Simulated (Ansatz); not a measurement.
Ideal-gas functions of CH5AlClGa, SMILES `[CH3][Al]([Cl])[GaH2]` at 600 K and 1 bar, from an Ansatz frequency run at PBE0-D4/def2-TZVP.

Molar mass 149.21 g/mol, point group Cs (symmetry number 1), electronic degeneracy 1, moments of inertia 143.082, 422.506, 555.31 u Å². Harmonic wavenumbers (cm⁻¹, unscaled): 43, 75, 106, 136, 144, 275, 344, 494, 526, 614, 662, 689, 760, 1214, 1433, 1437, 1926, 1931, 3035, 3113, 3132.

Use S(trans) = R[1.5 ln M + 2.5 ln T − 1.1517]; rotational temperatures θ = 24.2544 K / I; S(rot) = R[ln(√π/σ · √(T³/θAθBθC)) + 1.5]; for each mode x = 1.438777 ν̃/T, S = R[x/(eˣ − 1) − ln(1 − e⁻ˣ)] and H = RT x/(eˣ − 1); 1 cm⁻¹ = 0.0119627 kJ/mol; R = 8.31446 J/(mol·K).

**Question.** By hand: the entropy, in J/(mol·K).

**Answer.** Translation 185.8. Rotation: θ = 0.1695, 0.0574, 0.0437 K, giving 129.3. Vibration, mode by mode: 27.21, 22.59, 19.73, 17.67, 17.20, 11.93, 10.15, 7.38, 6.91, 5.81, 5.29, 5.03, 4.39, 1.86, 1.22, 1.21, 0.47, 0.46, 0.05, 0.04, 0.04, in all 166.6. Electronic 0.0. Sum 481.7 J/(mol·K).

**Question.** By hand: H − E and G − E in kJ/mol, counted from the electronic energy.

**Answer.** Zero-point energy ½ × 22089 × 0.0119627 = 132.1; thermal vibration 44.3; translation, rotation and pV give 4 RT = 20.0. H − E = 196.4 kJ/mol, and G − E = 196.4 − 600 × 481.7/1000 = -92.6 kJ/mol.

Vibration gives 35 % of the entropy, 104.4 J/(mol·K) of it from the modes under 150 cm⁻¹: soft modes count most, and the harmonic formula is weakest for them.
